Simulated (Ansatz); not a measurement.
Geometry optimisation, RKS B3LYP/cc-pVDZ in Ansatz 0.2.0.

The input (input.yaml):

```yaml
crystal:
  periodic: [false, false, false]
  atoms:
    - { symbol: Si, position_ang: [-0.1562, 0.0811, 0.0194] }
    - { symbol: F, position_ang: [1.2306, -1.1265, 0.8084] }
    - { symbol: C, position_ang: [1.1775, 0.0538, -1.2583] }
    - { symbol: H, position_ang: [1.694, -0.7675, -0.2625] }
    - { symbol: "N", position_ang: [-0.3592, 1.1687, 1.3252] }
    - { symbol: "N", position_ang: [-1.6342, -0.7793, -0.0555] }
    - { symbol: H, position_ang: [1.686, 0.9897, -1.4566] }
    - { symbol: H, position_ang: [0.9392, -0.4246, -2.2005] }
    - { symbol: H, position_ang: [-1.2274, 1.6627, 1.4329] }
    - { symbol: H, position_ang: [0.4204, 1.7245, 1.6269] }
    - { symbol: H, position_ang: [-2.0182, -1.1246, 0.8089] }
    - { symbol: H, position_ang: [-1.7525, -1.4581, -0.7885] }
basis:
  gaussian: { orbitals: cc-pVDZ }
hamiltonian:
  xc: b3lyp
relax:
  f_tol: 0.15
  max_steps: 25
  restrain:
    - { distance: [3, 1], at: 0.88, k: 30.0 }
    - { distance: [0, 1], at: 2.98, k: 30.0 }
    - { distance: [3, 2], at: 2.37, k: 30.0 }
```

Command:

```bash
$ ansatz run input.yaml --threads 2 --pin off --max-ram 3072MiB --backend cpu --events-out ev --progress --plain --runs-dir out
```

Where does it end, and by what steps?

It converged. The restraints hold the end off the free minimum; the threshold counts their pulls, which the force column leaves out. Restrained pairs: F2–H4 (1.22 → 0.92 Å), Si1–F2 (2.00 → 2.98 Å), C3–H4 (1.39 → 2.36 Å). After 9 steps the energy has risen by 0.522 eV (the restraints' own energy left out); F2 moved furthest, 0.70 Å.

```
step  energy less start (eV)  largest force component (eV/Å)  accepted
   0                  0.0000                           2.614       yes
   1                  0.7471                           2.758       yes
   2                  0.7995                           2.673       yes
   3                  0.8059                           2.409       yes
   4                  0.5535                           0.635       yes
   5                  0.5545                           0.313       yes
   6                  0.5501                           1.369       yes
   7                  0.5779                           1.280        no
   8                  0.5281                           1.249       yes
   9                  0.5224                           1.211       yes
```

```xyz
12
Properties=species:S:1:pos:R:3
Si -0.301 0.269 -0.163
F 1.665 -1.635 1.020
C 0.895 0.312 -1.393
H 1.776 -1.114 0.269
N -0.327 1.267 1.231
N -1.680 -0.762 -0.108
H 1.568 1.166 -1.487
H 0.914 -0.428 -2.196
H -1.213 1.626 1.576
H 0.432 1.920 1.399
H -1.877 -1.255 0.761
H -1.853 -1.364 -0.909
```

Time of the run: 23 s on 2 threads of Intel(R) Xeon(R) Platinum 8488C (Sapphire Rapids) (shared host), peak memory 0.26 GiB.
